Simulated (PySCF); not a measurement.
First SCF of a structure search on singlet Pd₂Se, at a hand-made bent geometry. PySCF input:

```python
from pyscf import gto, scf, dft
mol = gto.M(atom='''
Se     0.000000     0.000000     0.000000
Pd     1.933200     0.000000     1.353600
Pd    -1.933200     0.000000     1.353600''',
    basis={'Se': 'def2-TZVP', 'Pd': 'def2-TZVP'},
    ecp={'Pd': 'def2-TZVP'},
    charge=0, spin=0)
mf = dft.RKS(mol, xc='PBE0')
mf.grids.atom_grid = (50, 194)
aux = {'Se': 'def2-universal-JKFIT', 'Pd': 'def2-universal-JKFIT'}
mf = mf.density_fit(auxbasis=aux)
mf.conv_tol = 1e-08
mf.diis_space = 10
mf.max_cycle = 60
mf.init_guess = 'minao'
mf.verbose = 4
mf.kernel()
```

Excerpt of the output (cycles and frontier levels):

```
init E= -2637.35305686753
  HOMO = -0.854536288265286  LUMO = -0.817584173815594  gap/eV = 1.00552
cycle= 1 E= -2654.13672909767  delta_E= -16.8  |g|= 4.12  |ddm|= 6.46
  HOMO = 0.136703263410024  LUMO = 0.150943939178389  gap/eV = 0.38751
cycle= 2 E= -2618.23127205429  delta_E= 35.9  |g|= 8.39  |ddm|= 47.1
  HOMO = -0.506226725353938  LUMO = -0.419615827984773  gap/eV = 2.35680
cycle= 3 E= -2655.46612665378  delta_E= -37.2  |g|=  2.5  |ddm|=   47
  HOMO = -0.27170091574284  LUMO = -0.267765294050493  gap/eV = 0.10709
cycle= 4 E= -2655.82580691247  delta_E= -0.36  |g|= 2.05  |ddm|= 3.95
  HOMO = -0.134683865208883  LUMO = -0.130459948293735  gap/eV = 0.11494
cycle= 5 E= -2657.00592249345  delta_E= -1.18  |g|= 0.577  |ddm|= 2.58
  HOMO = -0.204921306707478  LUMO = -0.171120786112147  gap/eV = 0.91976
cycle= 6 E= -2657.05757504392  delta_E= -0.0517  |g|= 0.161  |ddm|= 0.494
  HOMO = -0.209997662205406  LUMO = -0.15964312138281  gap/eV = 1.37022
... 12 lines left out ...
cycle= 13 E= -2657.06069937778  delta_E= -2.51e-07  |g|= 0.000232  |ddm|= 0.00206
  HOMO = -0.210529544308795  LUMO = -0.155251116660888  gap/eV = 1.50420
cycle= 14 E= -2657.06069941979  delta_E= -4.2e-08  |g|= 5.26e-05  |ddm|= 0.000788
  HOMO = -0.210531440509527  LUMO = -0.155253869150145  gap/eV = 1.50418
cycle= 15 E= -2657.06069941898  delta_E= 8.05e-10  |g|= 0.000133  |ddm|= 0.000227
  HOMO = -0.210532565365649  LUMO = -0.155255778154208  gap/eV = 1.50416
cycle= 16 E= -2657.06069942328  delta_E= -4.3e-09  |g|= 1.79e-05  |ddm|= 0.000121
  HOMO = -0.210534676415878  LUMO = -0.15525721367795  gap/eV = 1.50418
Extra cycle  E= -2657.06069942249  delta_E= 7.84e-10  |g|= 6.67e-05  |ddm|= 6.57e-05
converged SCF energy = -2657.06069942249
```

No lower solution of this spin was found from smeared starts or by a stability analysis within the restricted form, which does not test spin polarisation.

At the minimum of this search the closed-shell solution is unstable towards spin polarisation, so a lower open-shell solution exists.

The search for the lowest solution, 3 starts and the stability check together, took 19 s on 2 threads of a shared Arm Neoverse V1 host, with 128 basis functions; the process peaked at 0.47 GiB.
